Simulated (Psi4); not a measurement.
C6H14AlO2, charge +1, singlet, at a GFN2-xTB geometry (such geometries of metal compounds can be far from the true shape); CAM-B3LYP/STO-3G run with Psi4.

Psi4 was given this input:
```
memory 2 GB

molecule mol {
1 1
  Al    0.038023    0.556877    0.136475
  O    -0.118130    0.293062    1.739209
  C    -1.021074   -0.487881    2.526699
  C    -0.861689   -1.950910    2.169602
  C    -2.431390    0.018807    2.304757
  H    -0.699280   -0.304126    3.559218
  H    -1.082836   -2.070123    1.101572
  H    -1.546828   -2.572292    2.739840
  H     0.156305   -2.284164    2.356695
  H    -2.519322    1.058572    2.612414
  H    -2.652503   -0.047710    1.230167
  H    -3.158289   -0.577302    2.850068
  O     0.209349    1.042926   -1.411795
  C     1.028978    0.603640   -2.498330
  C     0.672122   -0.825467   -2.850015
  C     2.484954    0.765674   -2.112502
  H     0.766024    1.281647   -3.319655
  H     0.842472   -1.450218   -1.964310
  H     1.289489   -1.196668   -3.663508
  H    -0.373819   -0.901513   -3.137416
  H     2.715141    1.809381   -1.909558
  H     2.661822    0.184198   -1.196717
  H     3.146172    0.399842   -2.893559
}

set basis sto-3g
set reference rks
set e_convergence 1e-10

energy('cam-b3lyp')
print_variables()
```

It wrote (shortened):

```
   => Loading Basis Set <=

    Name: STO-3G
    Role: ORBITAL
    Keyword: BASIS

         ---------------------------------------------------------
                                   SCF
               by Justin Turney, Rob Parrish, Andy Simmonett
                          and Daniel G. A. Smith
                              RKS Reference
         ---------------------------------------------------------

  ==> Geometry <==

    Molecular point group: c1
    Full point group: C1

    Geometry (in Angstrom), charge = 1, multiplicity = 1:

       Center              X                  Y                   Z               Mass
    ------------   -----------------  -----------------  -----------------  -----------------
         AL           0.034654154285     0.507538357656     0.124383434107    26.981538530000
         O           -0.121498845715     0.243723357656     1.727117434107    15.994914619570
         C           -1.024442845715    -0.537219642344     2.514607434107    12.000000000000
         C           -0.865057845715    -2.000248642344     2.157510434107    12.000000000000
         C           -2.434758845715    -0.030531642344     2.292665434107    12.000000000000
         H           -0.702648845715    -0.353464642344     3.547126434107     1.007825032230
         H           -1.086204845715    -2.119461642344     1.089480434107     1.007825032230
         H           -1.550196845715    -2.621630642344     2.727748434107     1.007825032230
         H            0.152936154285    -2.333502642344     2.344603434107     1.007825032230
         H           -2.522690845715     1.009233357656     2.600322434107     1.007825032230
         H           -2.655871845715    -0.097048642344     1.218075434107     1.007825032230
         H           -3.161657845715    -0.626640642344     2.837976434107     1.007825032230
         O            0.205980154285     0.993587357656    -1.423886565893    15.994914619570
         C            1.025609154285     0.554301357656    -2.510421565893    12.000000000000
         C            0.668753154285    -0.874805642344    -2.862106565893    12.000000000000
         C            2.481585154285     0.716335357656    -2.124593565893    12.000000000000
         H            0.762655154285     1.232308357656    -3.331746565893     1.007825032230
         H            0.839103154285    -1.499556642344    -1.976401565893     1.007825032230
         H            1.286120154285    -1.246006642344    -3.675599565893     1.007825032230
         H           -0.377187845715    -0.950851642344    -3.149507565893     1.007825032230
         H            2.711772154285     1.760042357656    -1.921649565893     1.007825032230
         H            2.658453154285     0.134859357656    -1.208808565893     1.007825032230
         H            3.142803154285     0.350503357656    -2.905650565893     1.007825032230

  Running in c1 symmetry.

  Rotational constants: A =      0.09709  B =      0.01959  C =      0.01893 [cm^-1]
  Rotational constants: A =   2910.72417  B =    587.17254  C =    567.59219 [MHz]
  Nuclear repulsion =  535.472494947041696

  Charge       = 1
  Multiplicity = 1
  Electrons    = 78
  Nalpha       = 39
  Nbeta        = 39

  ==> Algorithm <==

  SCF Algorithm Type is DF.
  DIIS enabled.
  MOM disabled.
  Fractional occupation disabled.
  Guess Type is SAD.
  Energy threshold   = 1.00e-10
  Density threshold  = 1.00e-06
  Integral threshold = 1.00e-12

  ==> Primary Basis <==

  Basis Set: STO-3G
    Blend: STO-3G
    Number of shells: 43
    Number of basis functions: 63
    Number of Cartesian functions: 63
    Spherical Harmonics?: true
    Max angular momentum: 1

  ==> DFT Potential <==

   => LibXC <=

    Version 7.1.2
    S. Lehtola, C. Steigemann, M. J. T. Oliveira, and M. A. L. Marques,  SoftwareX 7, 1–5 (2018) (10.1016/j.softx.2017.11.002)

   => Composite Functional: CAM-B3LYP <=

    CAM-B3LYP Hyb-GGA Exchange-Correlation Functional

    T. Yanai, D. P. Tew, and N. C. Handy,  Chem. Phys. Lett. 393, 51 (2004) (10.1016/j.cplett.2004.06.011)

    Deriv               =              1
    GGA                 =           TRUE
    Meta                =          FALSE

    Exchange Hybrid     =           TRUE
    MP2 Hybrid          =          FALSE

   => Exchange Functionals <=

    0.3500         Becke 88 [omega = 0.3300]
    0.4600   Short-range recipe for B88 functional - erf [omega = 0.3300]

   => Exact (HF) Exchange <=

    0.4600            HF,LR [omega = 0.3300]
    0.1900               HF

   => Correlation Functionals <=

    0.1900   Vosko, Wilk & Nusair (VWN5)
    0.8100   Lee, Yang & Parr

   => LibXC Density Thresholds  <==

    XC_HYB_GGA_XC_CAM_B3LYP:  1.00E-14

   => Molecular Quadrature <=

    Radial Scheme          =       TREUTLER
    Pruning Scheme         =           NONE
    Nuclear Scheme         =       TREUTLER

    Blocking Scheme        =         OCTREE
    BS radius alpha        =              1
    Pruning alpha          =              1
    Radial Points          =             75
    Spherical Points       =            302
    Total Points           =         481407
    Total Blocks           =           3543
    Max Points             =            256
    Max Functions          =             58
    Weights Tolerance      =       1.00E-15

   => Loading Basis Set <=

    Name: (STO-3G AUX)
    Role: JKFIT
    Keyword: DF_BASIS_SCF

  ==> Integral Setup <==

  SCF_SUBTYPE=INCORE selected. In-core MEM_DF algorithm will be used.
  Using in-core AOs.

  ==> MemDFJK: Density-Fitted J/K Matrices <==

    J tasked:                   Yes
    K tasked:                   Yes
    wK tasked:                  Yes
    Omega:                3.300E-01
    Algorithm:                 Core
    Schwarz Cutoff:           1E-12
    Mask sparsity (%):       4.2328
    Fitting Condition:        1E-10

   => Auxiliary Basis Set <=

  Basis Set: (STO-3G AUX)
    Blend: DEF2-UNIVERSAL-JKFIT
    Number of shells: 322
    Number of basis functions: 984
    Number of Cartesian functions: 1155
    Spherical Harmonics?: true
    Max angular momentum: 4

  Minimum eigenvalue in the overlap matrix is 2.0365586334E-01.
  Reciprocal condition number of the overlap matrix is 8.0445091292E-02.
    Using symmetric orthogonalization.

  ==> Pre-Iterations <==

  SCF Guess: Superposition of Atomic Densities via on-the-fly atomic UHF (no occupation information).

   -------------------------
    Irrep   Nso     Nmo
   -------------------------
     A         63      63
   -------------------------
    Total      63      63
   -------------------------

  ==> Iterations <==

                           Total Energy        Delta E     RMS |[F,P]|

   @DF-RKS iter SAD:  -616.23468986666740   -6.16235e+02   0.00000e+00
   @DF-RKS iter   1:  -621.58973082771274   -5.35504e+00   7.60263e-03 DIIS/ADIIS
   @DF-RKS iter   2:  -621.55335182845067    3.63790e-02   9.74082e-03 DIIS/ADIIS
   @DF-RKS iter   3:  -621.77018262556453   -2.16831e-01   7.00749e-04 DIIS/ADIIS
   @DF-RKS iter   4:  -621.77151913361638   -1.33651e-03   2.59474e-04 DIIS/ADIIS
   @DF-RKS iter   5:  -621.77170092112601   -1.81788e-04   3.99101e-05 DIIS
   @DF-RKS iter   6:  -621.77170856491887   -7.64379e-06   8.16789e-06 DIIS
   @DF-RKS iter   7:  -621.77170920827132   -6.43352e-07   3.44340e-06 DIIS
   @DF-RKS iter   8:  -621.77170930721547   -9.89442e-08   7.98782e-07 DIIS
   @DF-RKS iter   9:  -621.77170931229068   -5.07521e-09   1.41323e-07 DIIS
   @DF-RKS iter  10:  -621.77170931248997   -1.99293e-10   2.71799e-08 DIIS
   @DF-RKS iter  11:  -621.77170931250328   -1.33014e-11   8.15375e-09 DIIS
  Energy and wave function converged.

  ==> Post-Iterations <==

   Electrons on quadrature grid:
      Ntotal   =   77.9999134988 ; deviation = -8.650e-05

    Orbital Energies [Eh]
    ---------------------

    Doubly Occupied:

[...]
    Virtual:

[...]
    Final Occupation by Irrep:
              A
    DOCC [    39 ]
    NA   [    39 ]
    NB   [    39 ]

  @DF-RKS Final Energy:  -621.77170931250328

   => Energetics <=

    Nuclear Repulsion Energy =            535.4724949470416959
    One-Electron Energy =               -1905.2702917391013671
    Two-Electron Energy =                 801.7449296349418546
    DFT Exchange-Correlation Energy =     -53.7188421553854880
    Empirical Dispersion Energy =           0.0000000000000000
    VV10 Nonlocal Energy =                  0.0000000000000000
    Total Energy =                       -621.7717093125032761

Computation Completed

Properties will be evaluated at   0.000000,   0.000000,   0.000000 [a0]

Properties computed using the SCF density matrix

 Multipole Moments:

 ------------------------------------------------------------------------------------
     Multipole            Electronic (a.u.)      Nuclear  (a.u.)        Total (a.u.)
 ------------------------------------------------------------------------------------

 L = 1.  Multiply by 2.5417464519 to convert [e a0] to [Debye]
 Dipole X            :          0.5152920           -0.5029200            0.0123719
 Dipole Y            :          7.5468590           -7.3656720            0.1811871
 Dipole Z            :          1.8495229           -1.8051225            0.0444003
 Magnitude           :                                                    0.1869578

 ------------------------------------------------------------------------------------

  Variable Map:
  ----------------------------------------------------------------------------
[...]
  Array Variable Map:
  ----------------------------------------------------------------------------
[...]
[...]
```
